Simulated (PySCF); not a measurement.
C₄H₉BO₂ (SMILES C=CCB(O)OC), singlet, geometry from GFN2-xTB, with bond 14-13 at 1.4 times its length; CASSCF(4,3)+NEVPT2/STO-3G in PySCF.

Input for PySCF:
```python
from pyscf import gto, scf, mcscf, mrpt
import numpy

mol = gto.M(
    atom='''
B     0.46301908    0.07291379    0.57680774
C    -0.74512825   -0.42230899   -0.35991238
C    -1.86232999    0.56375091   -0.45683831
C    -2.23066529    1.17183391   -1.56905718
H    -1.13487807   -1.35600917    0.05907529
H    -0.37575873   -0.65554333   -1.36133249
H    -2.36220544    0.78280727    0.47635528
H    -1.74247156    0.97791612   -2.51088637
H    -3.03341143    1.88894278   -1.58980640
O     0.29860090    1.14921292    1.37214678
H     1.06934978    1.36760958    1.89787066
O     1.67432058   -0.54948349    0.63769323
C     2.02219832   -1.68360590   -0.11532946
H     2.06246813   -1.35429623   -1.60977385
H     3.01413322   -1.99945884    0.20988207
H     1.31136379   -2.49830369    0.04569688
''',
    basis='sto-3g',
    verbose=4,
)

mf = scf.RHF(mol)
mf.kernel()
mc = mcscf.CASSCF(mf, 3, 4)
mc.fix_spin_(ss=0.0)
mc.kernel()
occ = numpy.linalg.eigvalsh(mc.fcisolver.make_rdm1(mc.ci, mc.ncas, mc.nelecas))[::-1]
ss = mc.fcisolver.spin_square(mc.ci, mc.ncas, mc.nelecas)[0]
print('natural occupations', occ.round(4), ' <S^2>', round(ss, 4))
e2 = mrpt.NEVPT(mc).kernel()
print('E(NEVPT2) = %.10f' % (mc.e_tot + e2))
```

**Question.** What does PySCF print? Leave out banner, timings and long lists.

**Answer.** 
```
PySCF version 2.14.0

[INPUT] verbose = 4
[INPUT] num. atoms = 16
[INPUT] num. electrons = 54
[INPUT] charge = 0
[INPUT] spin (= nelec alpha-beta = 2S) = 0
[INPUT] symmetry False subgroup None
[INPUT] Mole.unit = angstrom
[INPUT] Symbol           X                Y                Z      unit          X                Y                Z       unit  Magmom
[...]
nuclear repulsion = 283.742940570952
number of shells = 30
number of NR pGTOs = 132
number of NR cGTOs = 44
basis = sto-3g
ecp = {}

******** <class 'pyscf.scf.hf.RHF'> ********
method = RHF
initial guess = minao
damping factor = 0
level_shift factor = 0
DIIS = <class 'pyscf.scf.diis.CDIIS'>
diis_start_cycle = 1
diis_space = 8
diis_damp = 0
SCF conv_tol = 1e-09
SCF conv_tol_grad = None
SCF max_cycles = 50
direct_scf = True
direct_scf_tol = 1e-13
Set gradient conv threshold to 3.16228e-05
Initial guess from minao.
init E= -328.130298255719
[...]
cycle= 1 E= -326.78495744414  delta_E= 1.35  |g|= 0.58  |ddm|= 4.85
[...]
cycle= 2 E= -326.899062911706  delta_E= -0.114  |g|= 0.175  |ddm|= 0.941
[...]
cycle= 3 E= -326.908517108472  delta_E= -0.00945  |g|= 0.0351  |ddm|= 0.234
[...]
cycle= 4 E= -326.909111601896  delta_E= -0.000594  |g|= 0.00495  |ddm|= 0.0723
[...]
cycle= 5 E= -326.909122468905  delta_E= -1.09e-05  |g|= 0.00179  |ddm|= 0.00875
[...]
cycle= 6 E= -326.909123965128  delta_E= -1.5e-06  |g|= 0.000519  |ddm|= 0.00304
[...]
cycle= 7 E= -326.909124138476  delta_E= -1.73e-07  |g|= 0.000117  |ddm|= 0.0012
[...]
cycle= 8 E= -326.90912414617  delta_E= -7.69e-09  |g|= 2.76e-05  |ddm|= 0.000253
[...]
cycle= 9 E= -326.909124146693  delta_E= -5.23e-10  |g|= 6.57e-06  |ddm|= 7.14e-05
[...]
Extra cycle  E= -326.909124146715  delta_E= -2.25e-11  |g|= 2.68e-06  |ddm|= 1.27e-05
converged SCF energy = -326.909124146715

******** <class 'pyscf.mcscf.mc1step.CASSCF'> ********
CAS (2e+2e, 3o), ncore = 25, nvir = 16
max_cycle_macro = 50
max_cycle_micro = 4
conv_tol = 1e-07
conv_tol_grad = None
orbital rotation max_stepsize = 0.02
orbital rotation threshold for CI restart = 0.01
augmented hessian ah_max_cycle = 30
augmented hessian ah_conv_tol = 1e-12
augmented hessian ah_linear dependence = 1e-14
augmented hessian ah_level shift = 1e-08
augmented hessian ah_start_tol = 2.5
augmented hessian ah_start_cycle = 3
augmented hessian ah_grad_trust_region = 3
kf_trust_region = 3
kf_interval = 4
ci_response_space = 4
ci_grad_trust_region = 3
with_dep4 0
natorb = False
canonicalization = True
sorting_mo_energy = False
ao2mo_level = 2
internal_rotation = False
******** <class 'pyscf.fci.addons.SpinPenaltyFCISolver'> ********
max. cycles = 50
conv_tol = 1e-08
davidson only = True
linear dependence = 1e-12
level shift = 0.001
max iter space = 12
nroots = 1
pspace_size = 400
spin = None
CASCI E = -326.911128033735  S^2 = 0.0000000
Set conv_tol_grad to 0.000316228
macro iter   1 ( 21 JK    4 micro), CASSCF E = -326.916175310806  dE = -5.04727707e-03  S^2 = 0.0000000
               |grad[o]|=0.0052  |grad[c]|=0.0135  |ddm|=0.029  |maxRot[o]|=0.287
macro iter   2 ( 21 JK    4 micro), CASSCF E = -326.934419070864  dE = -1.82437601e-02  S^2 = 0.0000000
               |grad[o]|=0.015  |grad[c]|=0.0175  |ddm|=0.0382  |maxRot[o]|=0.314
macro iter   3 ( 21 JK    4 micro), CASSCF E = -326.947015789463  dE = -1.25967186e-02  S^2 = 0.0000000
               |grad[o]|=0.0279  |grad[c]|=0.0244  |ddm|=0.0256  |maxRot[o]|=0.224
macro iter   4 ( 20 JK    4 micro), CASSCF E = -326.948918974988  dE = -1.90318552e-03  S^2 = 0.0000000
               |grad[o]|=0.014  |grad[c]|=0.00286  |ddm|=0.00727  |maxRot[o]|=0.254
macro iter   5 ( 15 JK    4 micro), CASSCF E = -326.948966663068  dE = -4.76880803e-05  S^2 = 0.0000000
               |grad[o]|=0.0041  |grad[c]|=0.000465  |ddm|=0.000896  |maxRot[o]|=0.108
macro iter   6 ( 12 JK    3 micro), CASSCF E = -326.948973056605  dE = -6.39353709e-06  S^2 = 0.0000000
               |grad[o]|=0.00161  |grad[c]|=0.0102  |ddm|=0.00318  |maxRot[o]|=0.0949
macro iter   7 (  7 JK    2 micro), CASSCF E = -326.948974904121  dE = -1.84751588e-06  S^2 = 0.0000000
               |grad[o]|=0.000449  |grad[c]|=0.0101  |ddm|=0.00164  |maxRot[o]|=0.0671
macro iter   8 (  7 JK    2 micro), CASSCF E = -326.948978309659  dE = -3.40553765e-06  S^2 = 0.0000000
               |grad[o]|=0.000415  |grad[c]|=0.0141  |ddm|=0.000708  |maxRot[o]|=0.0698
macro iter   9 (  7 JK    2 micro), CASSCF E = -326.948984944771  dE = -6.63511247e-06  S^2 = 0.0000000
               |grad[o]|=0.000378  |grad[c]|=0.0138  |ddm|=0.000334  |maxRot[o]|=0.0675
macro iter  10 (  7 JK    2 micro), CASSCF E = -326.948994644454  dE = -9.69968323e-06  S^2 = 0.0000000
               |grad[o]|=0.000456  |grad[c]|=0.00878  |ddm|=0.000597  |maxRot[o]|=0.0699
macro iter  11 (  7 JK    2 micro), CASSCF E = -326.949007545425  dE = -1.29009708e-05  S^2 = 0.0000000
               |grad[o]|=0.00056  |grad[c]|=0.00558  |ddm|=0.000476  |maxRot[o]|=0.0699
macro iter  12 (  7 JK    2 micro), CASSCF E = -326.949024466462  dE = -1.69210367e-05  S^2 = 0.0000000
               |grad[o]|=0.000777  |grad[c]|=0.00406  |ddm|=0.000297  |maxRot[o]|=0.0699
macro iter  13 (  7 JK    2 micro), CASSCF E = -326.949046216188  dE = -2.17497263e-05  S^2 = 0.0000000
               |grad[o]|=0.001  |grad[c]|=0.0029  |ddm|=0.000135  |maxRot[o]|=0.0699
macro iter  14 (  7 JK    2 micro), CASSCF E = -326.949073433726  dE = -2.72175376e-05  S^2 = 0.0000000
               |grad[o]|=0.00125  |grad[c]|=0.00191  |ddm|=0.00014  |maxRot[o]|=0.0699
macro iter  15 (  7 JK    2 micro), CASSCF E = -326.949106240657  dE = -3.28069314e-05  S^2 = 0.0000000
               |grad[o]|=0.00147  |grad[c]|=0.00113  |ddm|=0.000237  |maxRot[o]|=0.0699
macro iter  16 (  7 JK    2 micro), CASSCF E = -326.949144119403  dE = -3.78787461e-05  S^2 = 0.0000000
               |grad[o]|=0.00161  |grad[c]|=0.000685  |ddm|=0.000324  |maxRot[o]|=0.0699
macro iter  17 (  7 JK    2 micro), CASSCF E = -326.949185417135  dE = -4.12977319e-05  S^2 = 0.0000000
               |grad[o]|=0.0017  |grad[c]|=0.000574  |ddm|=0.000333  |maxRot[o]|=0.0699
macro iter  18 (  7 JK    2 micro), CASSCF E = -326.949227111607  dE = -4.16944719e-05  S^2 = 0.0000000
               |grad[o]|=0.00168  |grad[c]|=0.000765  |ddm|=0.00032  |maxRot[o]|=0.0699
macro iter  19 (  7 JK    2 micro), CASSCF E = -326.949265434985  dE = -3.83233783e-05  S^2 = 0.0000000
               |grad[o]|=0.00154  |grad[c]|=0.00138  |ddm|=0.00026  |maxRot[o]|=0.0699
macro iter  20 (  7 JK    2 micro), CASSCF E = -326.949295983544  dE = -3.05485591e-05  S^2 = 0.0000000
               |grad[o]|=0.00128  |grad[c]|=0.00232  |ddm|=0.000182  |maxRot[o]|=0.0699
macro iter  21 (  7 JK    2 micro), CASSCF E = -326.949314807823  dE = -1.88242781e-05  S^2 = 0.0000000
               |grad[o]|=0.000894  |grad[c]|=0.0034  |ddm|=0.000113  |maxRot[o]|=0.0699
macro iter  22 (  5 JK    2 micro), CASSCF E = -326.949318612561  dE = -3.80473847e-06  S^2 = 0.0000000
               |grad[o]|=0.000421  |grad[c]|=0.000822  |ddm|=4.4e-05  |maxRot[o]|= 0.03
macro iter  23 (  4 JK    2 micro), CASSCF E = -326.949319280607  dE = -6.68046255e-07  S^2 = 0.0000000
               |grad[o]|=0.000201  |grad[c]|=0.0001  |ddm|=1.23e-05  |maxRot[o]|= 0.01
macro iter  24 (  3 JK    1 micro), CASSCF E = -326.949319725753  dE = -4.45145247e-07  S^2 = 0.0000000
               |grad[o]|=0.000125  |grad[c]|=0.000298  |ddm|=1.75e-05  |maxRot[o]|=0.0172
macro iter  25 (  1 JK    1 micro), CASSCF E = -326.949319725755  dE = -2.67164069e-12  S^2 = 0.0000000
               |grad[o]|=1.76e-05  |grad[c]|=1.88e-06  |ddm|=1.97e-06  |maxRot[o]|=    0
1-step CASSCF converged in  25 macro (228 JK  59 micro) steps
CASSCF canonicalization
Density matrix diagonal elements [1.91563667 1.99824373 0.08611961]
CASSCF energy = -326.949319725755
CASCI E = -326.949319725755  E(CI) = -4.84666421505324  S^2 = 0.0000000
natural occupations [1.9996 1.9142 0.0861]  <S^2> 0.0

******** <class 'pyscf.mrpt.nevpt2.NEVPT'> ********
NEVPT2 (2e+2e, 3o), ncore = 25, nvir = 16
root = 0
Natural occ [1.99964115 1.91424308 0.08611576]
Natural orbital (expansion on meta-Lowdin AOs) in CAS space
               #1        #2        #3
0 B 1s           0.00028   0.00033  -0.00022
0 B 2s          -0.00820  -0.00466   0.00354
0 B 2px          0.03796  -0.01875   0.01970
0 B 2py          0.04945  -0.02604   0.02129
0 B 2pz         -0.10205   0.04752  -0.04047
1 C 1s           0.00033   0.00013   0.00007
1 C 2s          -0.02549  -0.00742  -0.00743
1 C 2px         -0.04102  -0.00520  -0.01108
1 C 2py         -0.01242   0.00584  -0.00241
1 C 2pz         -0.00194   0.01788   0.00716
2 C 1s          -0.00010  -0.00005  -0.00002
2 C 2s           0.00674   0.00279   0.00078
2 C 2px          0.00760   0.00499   0.00041
2 C 2py         -0.00976  -0.00227  -0.00165
2 C 2pz         -0.00096   0.00027  -0.00067
3 C 1s           0.00001  -0.00001  -0.00001
3 C 2s           0.00009   0.00110   0.00051
3 C 2px          0.00786  -0.00066   0.00209
3 C 2py          0.00860  -0.00156   0.00166
3 C 2pz          0.00092   0.00067   0.00069
4 H 1s           0.01566  -0.00575   0.00847
5 H 1s          -0.02640   0.00821  -0.00647
6 H 1s          -0.00349  -0.00345  -0.00147
7 H 1s          -0.00151  -0.00096  -0.00026
8 H 1s           0.00169   0.00040  -0.00009
9 O 1s          -0.00026   0.00007  -0.00006
9 O 2s           0.01452  -0.00396   0.00364
9 O 2px          0.00019   0.00440  -0.00570
9 O 2py         -0.08309   0.02002  -0.02107
9 O 2pz          0.04197  -0.01798   0.01878
10 H 1s         -0.00677   0.00243  -0.00229
11 O 1s          0.00070   0.00033  -0.00028
11 O 2s         -0.04252  -0.00835  -0.00092
11 O 2px         0.04620  -0.00526   0.00627
11 O 2py        -0.02840  -0.01088   0.02086
11 O 2pz        -0.55199   0.13565  -0.13291
12 C 1s          0.04250   0.00174   0.00340
12 C 2s          0.61616   0.25483  -0.31006
12 C 2px         0.00540   0.00594  -0.00915
12 C 2py        -0.07299   0.17272  -0.15925
12 C 2pz         0.07021  -0.60822   0.60089
13 H 1s          0.04187   0.70958   0.70225
14 H 1s          0.36208  -0.06363   0.03152
15 H 1s          0.37267  -0.06651   0.03673
<CAS-nat-orb|mo-hf>  26     12       0.73166605
<CAS-nat-orb|mo-hf>  26     26      -0.42005661
<CAS-nat-orb|mo-hf>  27     26       0.66935113
<CAS-nat-orb|mo-hf>  28     28       0.57359026
<CAS-nat-orb|mo-hf>  28     30       0.74931371
Sr    (-1)',   E = -0.00143499624911
Si    (+1)',   E = 0.00000000092680
Sijrs (0)  ,   E = -0.29297934027690
Sijr  (+1) ,   E = -0.00225524891249
Srsi  (-1) ,   E = -0.01779172328317
Srs   (-2) ,   E = -0.00329536484030
Sij   (+2) ,   E = -0.00011671935680
Sir   (0)' ,   E = -0.00955400215611
Nevpt2 Energy = -0.327427394148095
E(NEVPT2) = -327.2767471199
```
